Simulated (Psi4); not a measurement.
CH₅BO₂S (SMILES CSB(O)O), singlet, at a GFN2-xTB geometry; Psi4 with MP3/def2-SVP.

Input for Psi4:
```
memory 2 GB

molecule mol {
0 1
B     0.193386    0.185469    0.774849
O     0.040275   -0.232353    2.051227
H     0.440845    0.281331    2.752971
O     0.878421    1.291430    0.388431
H     1.289592    1.824396    1.069084
S    -0.581739   -0.818249   -0.515339
C    -0.110044    0.119772   -2.012278
H    -0.514910    1.123784   -1.949566
H    -0.535014   -0.410917   -2.856398
H     0.971091    0.154807   -2.088504
}

set {
  basis def2-svp
  reference rhf
  freeze_core true
}

energy('mp3')
print_variables()
```

Output, abridged:

```
    Information: MP3 default algorithm changed to DF in August 2020. Use `set mp_type conv` for previous behavior.
    For method 'MP3', SCF Algorithm Type (re)set to DISK_DF.

   => Loading Basis Set <=

    Name: DEF2-SVP
    Role: ORBITAL
    Keyword: BASIS

         ---------------------------------------------------------
                                   SCF
               by Justin Turney, Rob Parrish, Andy Simmonett
                          and Daniel G. A. Smith
                              RHF Reference
         ---------------------------------------------------------

  ==> Geometry <==

    Molecular point group: c1
    Full point group: C1

    Geometry (in Angstrom), charge = 0, multiplicity = 1:

       Center              X                  Y                   Z               Mass
    ------------   -----------------  -----------------  -----------------  -----------------
         B            0.208948287801     0.215307521756     0.733196886556    11.009305360000
         O            0.055837287801    -0.202514478244     2.009574886556    15.994914619570
         H            0.456407287801     0.311169521756     2.711318886556     1.007825032230
         O            0.893983287801     1.321268521756     0.346778886556    15.994914619570
         H            1.305154287801     1.854234521756     1.027431886556     1.007825032230
         S           -0.566176712199    -0.788410478244    -0.556991113444    31.972071174400
         C           -0.094481712199     0.149610521756    -2.053930113444    12.000000000000
         H           -0.499347712199     1.153622521756    -1.991218113444     1.007825032230
         H           -0.519451712199    -0.381078478244    -2.898050113444     1.007825032230
         H            0.986653287801     0.184645521756    -2.130156113444     1.007825032230

  Running in c1 symmetry.

  Rotational constants: A =      0.22972  B =      0.10027  C =      0.07074 [cm^-1]
  Rotational constants: A =   6886.93416  B =   3006.15856  C =   2120.71770 [MHz]
  Nuclear repulsion =  218.904885080022495

  Charge       = 0
  Multiplicity = 1
  Electrons    = 48
  Nalpha       = 24
  Nbeta        = 24

  ==> Algorithm <==

  SCF Algorithm Type is DISK_DF.
  DIIS enabled.
  MOM disabled.
  Fractional occupation disabled.
  Guess Type is SAD.
  Energy threshold   = 1.00e-08
  Density threshold  = 1.00e-08
  Integral threshold = 1.00e-12

  ==> Primary Basis <==

  Basis Set: DEF2-SVP
    Blend: DEF2-SVP
    Number of shells: 47
    Number of basis functions: 99
    Number of Cartesian functions: 104
    Spherical Harmonics?: true
    Max angular momentum: 2

   => Loading Basis Set <=

    Name: (DEF2-SVP AUX)
    Role: JKFIT
    Keyword: DF_BASIS_SCF

  ==> Integral Setup <==

  ==> DiskDFJK: Density-Fitted J/K Matrices <==

    J tasked:                  Yes
    K tasked:                  Yes
    wK tasked:                  No
    Integrals threads:           1
    Algorithm:                Core
    Integral Cache:           SAVE
    Schwarz Cutoff:          1E-12
    Fitting Condition:       1E-10

   => Auxiliary Basis Set <=

  Basis Set: (DEF2-SVP AUX)
    Blend: DEF2-UNIVERSAL-JKFIT
    Number of shells: 168
    Number of basis functions: 522
    Number of Cartesian functions: 619
    Spherical Harmonics?: true
    Max angular momentum: 4

  Minimum eigenvalue in the overlap matrix is 6.7474025903E-03.
  Reciprocal condition number of the overlap matrix is 1.2850209693E-03.
    Using symmetric orthogonalization.

  ==> Pre-Iterations <==

  SCF Guess: Superposition of Atomic Densities via on-the-fly atomic UHF (no occupation information).

   -------------------------
    Irrep   Nso     Nmo
   -------------------------
     A         99      99
   -------------------------
    Total      99      99
   -------------------------

  ==> Iterations <==

                           Total Energy        Delta E     RMS |[F,P]|

   @DF-RHF iter SAD:  -611.58174319085515   -6.11582e+02   0.00000e+00
   @DF-RHF iter   1:  -612.41443525449790   -8.32692e-01   5.78643e-03 ADIIS/DIIS
   @DF-RHF iter   2:  -612.53001207547072   -1.15577e-01   3.11514e-03 ADIIS/DIIS
   @DF-RHF iter   3:  -612.56402908927930   -3.40170e-02   4.37137e-04 ADIIS/DIIS
   @DF-RHF iter   4:  -612.56559090836072   -1.56182e-03   1.04235e-04 ADIIS/DIIS
   @DF-RHF iter   5:  -612.56569623220025   -1.05324e-04   2.58106e-05 DIIS
   @DF-RHF iter   6:  -612.56570562536160   -9.39316e-06   8.76542e-06 DIIS
   @DF-RHF iter   7:  -612.56570663857599   -1.01321e-06   2.77160e-06 DIIS
   @DF-RHF iter   8:  -612.56570677007880   -1.31503e-07   8.38964e-07 DIIS
   @DF-RHF iter   9:  -612.56570677932712   -9.24831e-09   2.33946e-07 DIIS
   @DF-RHF iter  10:  -612.56570677989407   -5.66956e-10   9.02066e-08 DIIS
   @DF-RHF iter  11:  -612.56570677995774   -6.36646e-11   2.13878e-08 DIIS
   @DF-RHF iter  12:  -612.56570677996353   -5.79803e-12   5.85341e-09 DIIS
  Energy and wave function converged.

  ==> Post-Iterations <==

    Orbital Energies [Eh]
    ---------------------

    Doubly Occupied:

[...]
    Virtual:

[...]
    Final Occupation by Irrep:
              A
    DOCC [    24 ]
    NA   [    24 ]
    NB   [    24 ]

  @DF-RHF Final Energy:  -612.56570677996353

   => Energetics <=

    Nuclear Repulsion Energy =            218.9048850800224955
    One-Electron Energy =               -1279.9251429445344002
    Two-Electron Energy =                 448.4545510845483705
    Total Energy =                       -612.5657067799635342

Computation Completed

Properties will be evaluated at   0.000000,   0.000000,   0.000000 [a0]

Properties computed using the SCF density matrix

 Multipole Moments:

 ------------------------------------------------------------------------------------
     Multipole            Electronic (a.u.)      Nuclear  (a.u.)        Total (a.u.)
 ------------------------------------------------------------------------------------

[...]
  DIE_IF_NOT_CONVERGED          => (empty)
[...]
  LINEQ_SOLVER                  => (empty)
  LITERAL_CFOUR                 => (empty)
  LS_THC_BASIS_TOLERANCE        => (empty)
  LS_THC_DF                     => (empty)
  LS_THC_PRUNING_SCHEME         => (empty)
  LS_THC_RADIAL_POINTS          => (empty)
  LS_THC_SPHERICAL_POINTS       => (empty)
  LS_THC_S_EPSILON              => (empty)
  LS_THC_WEIGHTS_TOLERANCE      => (empty)
  MAT_NUM_COLUMN_PRINT          => (empty)
  MAX_MOGRAD_CONVERGENCE        => (empty)
  MAX_RADIAL_MOMENT             => (empty)
  MBIS_D_CONVERGENCE            => (empty)
  MBIS_MAXITER                  => (empty)
  MBIS_PRUNING_SCHEME           => (empty)
  MBIS_RADIAL_POINTS            => (empty)
  MBIS_SPHERICAL_POINTS         => (empty)
  MOLDEN_WITH_VIRTUAL           => (empty)
  MOLDEN_WRITE                  => (empty)
  MO_DIIS_NUM_VECS              => (empty)
  MO_MAXITER                    => (empty)
  MO_STEP_MAX                   => (empty)
  MP2_AMP_TYPE                  => (empty)
  MP2_OS_SCALE                  => (empty)
  MP2_SOS_SCALE                 => (empty)
  MP2_SOS_SCALE2                => (empty)
  MP2_SS_SCALE                  => (empty)
  MP2_TYPE                      => (empty)
  MP_TYPE                       => (empty)
  NAT_ORBS                      => FALSE           !
  NUM_FROZEN_DOCC               => (empty)
  NUM_FROZEN_UOCC               => (empty)
  NUM_GPUS                      => (empty)
  OCC_ORBS_PRINT                => (empty)
  OEPROP                        => (empty)
  OO_SCALE                      => (empty)
  OPT_METHOD                    => (empty)
  ORBITAL_OPTIMIZER_PACKAGE     => (empty)
  ORB_OPT                       => FALSE           !
  ORB_RESP_SOLVER               => (empty)
  ORTH_TYPE                     => (empty)
  PARENT_SYMMETRY               => (empty)
  PCG_BETA_TYPE                 => (empty)
  PCG_CONVERGENCE               => (empty)
  PCG_MAXITER                   => (empty)
  PCM                           => (empty)
  PE                            => (empty)
  PPL_TYPE                      => (empty)
  PRINT                         => (empty)
  PRINT_NOONS                   => (empty)
  PROPERTIES                    => (empty)
  PROPERTIES_ORIGIN             => (empty)
  PUREAM                        => (empty)
  QCHF                          => (empty)
  QC_MODULE                     => (empty)
  RAS1                          => (empty)
  RAS2                          => (empty)
  RAS3                          => (empty)
  RAS4                          => (empty)
  READ_SCF_3INDEX               => (empty)
  REGULARIZATION                => (empty)
  REG_PARAM                     => (empty)
  RELATIVISTIC                  => (empty)
  REMP_A                        => (empty)
  RESTRICTED_DOCC               => (empty)
  RESTRICTED_UOCC               => (empty)
  RMS_MOGRAD_CONVERGENCE        => (empty)
  R_CONVERGENCE                 => (empty)
  SCF_TYPE                      => DISK_DF         !
  SCREENING                     => (empty)
  SCS_TYPE                      => (empty)
  SOCC                          => (empty)
  SOS_TYPE                      => (empty)
  TRIPLES_IABC_TYPE             => (empty)
  WFN                           => (empty)
  WFN_TYPE                      => DF-OMP3         !
  WRITER_FILE_LABEL             => (empty)
  ZORA_BASIS_TOLERANCE          => (empty)
  ZORA_NR_DEBUG                 => (empty)
  ZORA_PRUNING_SCHEME           => (empty)
  ZORA_RADIAL_POINTS            => (empty)
  ZORA_SPHERICAL_POINTS         => (empty)

	For this residual convergence, default PCG convergence is:     1.00e-07
	For this energy convergence, default residual convergence is:     3.16e-07

 ==============================================================================
 ==============================================================================
 ==============================================================================

                     DF-MP3
              Program Written by Ugur Bozkaya
              Latest Revision September 9, 2017

 ==============================================================================
 ==============================================================================
 ==============================================================================

	MO spaces...

	 FC   OCC   VIR   FV
	----------------------
	  9   15    75    0

	Number of basis functions in the DF-CC basis: 324

	Total memory requirement for DF+CC int:     55.87 MB

	Computing DF-MP2 energy ...
	=======================================================================
	Nuclear Repulsion Energy (a.u.)    :   218.90488508002252
	DF-HF Energy (a.u.)                :  -612.56570677996353
	REF Energy (a.u.)                  :  -612.56570677996353
	DF-MP2 Correlation Energy (a.u.)   :    -0.72578187316298
	DF-MP2 Total Energy (a.u.)         :  -613.29148865312652
	=======================================================================

	=======================================================================
	================ MP3 FINAL RESULTS ====================================
	=======================================================================
	Nuclear Repulsion Energy (a.u.)    :   218.90488508002252
	SCF Energy (a.u.)                  :  -612.56570677996353
	REF Energy (a.u.)                  :  -612.56570677996353
	3rd Order Energy (a.u.)            :    -0.03299884888031
	DF-MP2.5 Correlation Energy (a.u.) :    -0.74228129760314
	DF-MP2.5 Total Energy (a.u.)       :  -613.30798807756673
	DF-MP3 Correlation Energy (a.u.)   :    -0.75878072204329
	DF-MP3 Total Energy (a.u.)         :  -613.32448750200683
	=======================================================================

  Variable Map:
  ----------------------------------------------------------------------------
[...]
  Array Variable Map:
  ----------------------------------------------------------------------------
[...]
[...]
```
